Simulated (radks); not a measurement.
Results of a calculation; reference values are marked as such.
Valence configurations of Se II (all share [Ar]). Code: a radial shooting solver on a logarithmic mesh with Libxc functionals. Model: Dirac Kohn-Sham, PBE, spin-unpolarised, spherical densities, point nucleus; open shells fill j = l - 1/2 first. Energies are relative to 3d10 4s2 4p3; eigenvalues in eV.

valence,E (eV),e(3d3/2),e(3d5/2),e(4p1/2),e(4p3/2),e(4s1/2)
3d10 4s2 4p3,0.000,-63.975,-63.080,-15.633,-15.192,-26.766
3d10 4s1 4p4,11.666,-65.633,-64.736,-16.354,-15.896,-27.651
3d10 4p5,23.507,-67.230,-66.331,-17.036,-16.563,-
3d9.5 4s2 4p3.5,25.197,-69.967,-69.047,-16.603,-16.122,-28.172
3d9.5 4s1.5 4p4,31.244,-70.774,-69.853,-16.953,-16.464,-28.599
3d9.5 4p5.5,49.630,-73.111,-72.188,-17.952,-17.440,-
3d9 4s2 4p4,52.947,-76.082,-75.136,-17.560,-17.040,-29.549
3d9 4p6,78.277,-79.123,-78.174,-18.862,-18.310,-
3d8 4s2 4p5,116.37,-88.671,-87.673,-19.446,-18.845,-32.229
3d8 4s1 4p6,129.82,-90.119,-89.119,-20.068,-19.452,-32.975

NIST lists [Ar] 3d10 4s2 4p3 as the ground configuration; this level of theory agrees among the configurations tried. The energies are those of spherical spin-averaged densities, not of single terms.
